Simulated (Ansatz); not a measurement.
Reaction (cleavage of the Si–Al bond): `[AlH2][SiH]([SiH3])Cl` + `BO` → `BO[SiH]([SiH3])Cl` + `[AlH3]`

Isolated molecules relaxed with PBE0-D4/def2-TZVP in Ansatz; ΔE leaves out vibrations. CBS: MP2 limit from def2 TZ/QZ plus the TZ coupled-cluster correction, frozen cores. This one scheme is used for every species. Functionals use def2-TZVPP. Each species was taken in one conformer, which may not be the lowest.

`[AlH2][SiH]([SiH3])Cl`:

Cartesian coordinates in Å:
```
Al 2.068 -0.130 0.948
Si -0.095 0.843 0.308
Si -1.384 -0.566 -1.051
Cl -1.231 1.280 1.999
H 2.359 -0.537 2.451
H 3.154 -0.375 -0.185
H 0.082 2.128 -0.429
H -2.704 0.044 -1.354
H -1.597 -1.869 -0.363
H -0.652 -0.817 -2.323
```

`BO`:

Cartesian coordinates in Å:
```
B -0.245 -0.333 -0.077
O 0.633 0.647 -0.369
H -0.560 -1.060 -0.974
H -0.680 -0.455 1.036
H 0.852 1.201 0.384
```

`BO[SiH]([SiH3])Cl`:

Cartesian coordinates in Å:
```
B 2.268 -0.004 -0.963
O 1.266 -0.128 -0.064
Si -0.308 -0.597 -0.256
Si -1.660 0.726 1.115
Cl -0.469 -2.553 0.349
H 3.339 0.352 -0.563
H 2.063 -0.243 -2.124
H -0.653 -0.560 -1.700
H -1.527 2.154 0.724
H -1.244 0.552 2.530
H -3.074 0.300 0.949
```

`[AlH3]`:

Z-matrix (Å, degrees):
```
Al
H 1 1.586
H 1 1.586 2 120.0
H 1 1.586 2 120.0 3 -179.9
```

| level | ΔE (kJ/mol) |
| --- | --- |
| ωB97M-V | -83.1 |
| HF/def2-QZVPP | -104.7 |

Problem. What does CCSD(T)/CBS give? (Estimate.)

Solution. The calculation gave: -77.9 kJ/mol. The listed levels differ from it by -5.2, -26.8 kJ/mol.

Largest T1 diagnostic among the species: 0.014.

From PBE to PBE0 (25 % exact exchange), in def2-TZVPP and without D4, ΔE moves by −8.0 kJ/mol. In def2-TZVPP, CCSD(T) changes the Hartree–Fock value by +24.5 kJ/mol (the triples alone add +3.1 kJ/mol) and MP2 by +17.3 kJ/mol.
